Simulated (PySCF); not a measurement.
C₄H₁₀InN, SMILES [In]([CH]=C)([CH2]C)[NH2] at its GFN2-xTB optimised geometry (Å):

```
16

In     0.1872    -0.4796     0.0000
C     -0.8555     1.5325     0.0000
C      0.1639     2.6537    -0.1189
H     -1.4136     1.6099     0.9355
H     -1.5717     1.5638    -0.8234
H      0.7062     2.5849    -1.0640
H      0.8902     2.5998     0.6942
H     -0.3224     3.6311    -0.0788
C     -0.7185    -2.4897     0.3458
C     -2.0129    -2.6578     0.5500
H     -0.0521    -3.3485     0.3631
H     -2.4564    -3.6311     0.7358
H     -2.7065    -1.8262     0.5412
N      2.2431    -0.4796     0.0000
H      2.7065     0.3025    -0.4487
H      2.6995    -1.3219    -0.3319
```

Computed with CAM-B3LYP/def2-TZVP, def2 effective core potentials past Kr run with PySCF. The core electrons that the potentials of In replace are not part of the density. Cells within 0.4 Å of a nucleus heavier than hydrogen are left out (blank, or x).

Map of the electrostatic potential (hartree/e), clipped to [-0.08, 0.12] on the plane z = 0.8 Å:

```
|333333333333333333333333333|
|333333333333333333333333333|
|333333333333333333333333333|
|333333333333333333333333333|
|333333333334443333333333333|
|333333333334554433333333333|
|333333333334678964333333333|
|333333333345799995333333333|
|333333334688899995333333333|
|333333335999977754333333333|
|333333335999975543222233333|
|333333334699877642222222333|
|333333333456999952101122333|
|333333334459999973300122233|
|333334444469999986820012233|
|333344565459999974410122233|
|333345999657999952211222333|
|333345999999997643222223333|
|333334899999995433333333333|
|333334699x99996433333333333|
|333334699999999433333333333|
|333334799965998433333333333|
|333334699743455433333333333|
|333333455433344333333333333|
|333333344333333333333333333|
|333333333333333333333333333|
|333333333333333333333333333|
```
Scale: ten equal steps from -0.065 (start of '0') to 0.120 (end of '9'), in the order '0123456789'; x runs from -6.00 to 6.00, y from -6.00 (bottom) to 6.00 (top).
